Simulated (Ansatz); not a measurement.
`[CH3][GeH2][Se]C` + PH₃ → `C[Se]P` + `[CH3][GeH3]` at 600 K and 1 bar (ligand exchange at the Se–Ge bond).

Isolated molecules relaxed with PBE0-D4/def2-TZVP in Ansatz; ΔE leaves out vibrations. CCSD(T)/CBS adds triple-zeta CCSD(T) − MP2 to the extrapolated MP2 energy (def2 sets, frozen cores). This one scheme is used for every species. For Ge, Se outer-core shells are correlated without core-valence functions, which leaves a few kJ/mol of doubt a bond. Scalar relativity is left out up to krypton. Each species was taken in one conformer, which may not be the lowest.

```tsv
species	CCSD(T)/CBS energy (Eh)	H − E (kJ/mol)	S (J/(mol·K))
`[CH3][GeH2][Se]C`	-4557.76484	305.2	479.8
PH₃	-342.72256	86.3	240.2
`C[Se]P`	-2782.70431	192.9	391.6
`[CH3][GeH3]`	-2117.76728	197.4	330.8
```

H − E and S are ideal-gas, rigid-rotor, harmonic terms from PBE0-D4/def2-TZVP, for one conformer and one mirror image of each species. 1 Eh = 2625.50 kJ/mol, R = 8.31446 J/(mol·K).

Task: By hand: ΔE, ΔH, ΔS and ΔG.

Result: ΔE = (-2782.70431) + (-2117.76728) − (-4557.76484) − (-342.72256) = 0.01581 Eh = 41.5 kJ/mol. Δ(H − E) = 192.9 + 197.4 − 305.2 − 86.3 = -1.2, so ΔH = 40.3 kJ/mol. ΔS = 391.6 + 330.8 − 479.8 − 240.2 = 2.4 J/(mol·K). ΔG = 40.3 − 600 × (2.4)/1000 = 38.9 kJ/mol.

Task: By hand: the equilibrium constant, and the temperature at which ΔG would vanish if ΔH and ΔS stayed fixed.

Result: log₁₀ K = −ΔG/(RT ln 10) = -3.4. ΔG = 0 at ΔH/ΔS = 16792 K, far beyond where these terms or the molecules hold.

The number of gas molecules stays the same, so ΔS is small and ΔH decides. A doubt of 5 kJ/mol in ΔE shifts log₁₀ K by 0.4 here. Other conformers and mirror images would add mixing entropy, several J/(mol·K) or more a flexible species. Modes under 60 cm⁻¹, often nearly free rotors, make the harmonic entropy too high. These are equilibria of isolated gas molecules and say nothing of rates. Largest T1 diagnostic: 0.013 (customary marks: 0.02 for closed shells, 0.045 for open ones).
